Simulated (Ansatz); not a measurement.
Reaction (ligand exchange at the Al–S bond): `[OH][Al]([F])[SH]` + CH₃OH → `C[O][Al]([OH])[F]` + H₂S

Gas-phase electronic energies from Ansatz, PBE0-D4/def2-TZVP geometries. CCSD(T)/CBS is the MP2 limit (def2-TZVPP, def2-QZVPP) plus CCSD(T) − MP2 in def2-TZVPP, frozen cores. This one scheme is used for every species. DFT in def2-TZVPP. Each species was taken in one conformer, which may not be the lowest.

`[OH][Al]([F])[SH]`:

Z-matrix (Å, degrees):
```
Al
F 1 1.641
S 1 2.167 2 118.8
O 1 1.679 2 118.1 3 -180.0
H 3 1.345 1 92.0 2 -0.0
H 4 0.955 1 125.1 2 179.9
```

CH₃OH:

Z-matrix (Å, degrees):
```
C
O 1 1.409
H 1 1.097 2 112.4
H 1 1.090 2 107.0 3 -118.5
H 1 1.097 2 112.4 3 123.0
H 2 0.959 1 108.5 3 -61.6
```

`C[O][Al]([OH])[F]`:

```xyz
9

C     0.569   -1.463   -0.354
O    -0.505   -0.738    0.179
Al   -0.828    0.879    0.432
O     0.297    2.057    0.003
F    -2.265    1.294    1.109
H     0.230   -2.049   -1.214
H     0.958   -2.157    0.397
H     1.390   -0.816   -0.682
H     0.155    2.993    0.129
```

H₂S:

Z-matrix (Å, degrees):
```
S
H 1 1.341
H 1 1.341 2 92.3
```

| level | ΔE (kcal/mol) |
| --- | --- |
| BLYP-D4 | -5.8 |
| BHLYP-D4 | -5.9 |
| PBE-QIDH | -3.6 |
| BHLYP | -6.1 |
| RPA@PBE/def2-TZVPP | -6.0 |
| HF/def2-TZVPP | -6.3 |
| HF/def2-QZVPP | -6.7 |
| CCSD/CBS(def2) | -5.0 |

Problem. What does CCSD(T)/CBS give? (Estimate.)

Solution. Computed: -4.5 kcal/mol. The listed levels differ from it by -1.3, -1.4, 0.9, -1.6, -1.5, -1.8, -2.2, -0.5 kcal/mol.

Largest T1 diagnostic among the species: 0.012.

Leaving LDA and LC-ωPBE aside and taking each functional with its dispersion term where it has one, the values, not all of them listed here, spread over 4.1 kcal/mol, from CAM-B3LYP-D4 to PBE-D4. LDA lies −1.0 kcal/mol from PBE without D4. In def2-TZVPP, CCSD(T) changes the Hartree–Fock value by +1.0 kcal/mol (the triples alone add +0.5 kcal/mol) and MP2 by +1.2 kcal/mol. At CCSD(T), def2-SVP lies −2.3 kcal/mol from the extrapolated value and def2-TZVPP −0.8 kcal/mol.
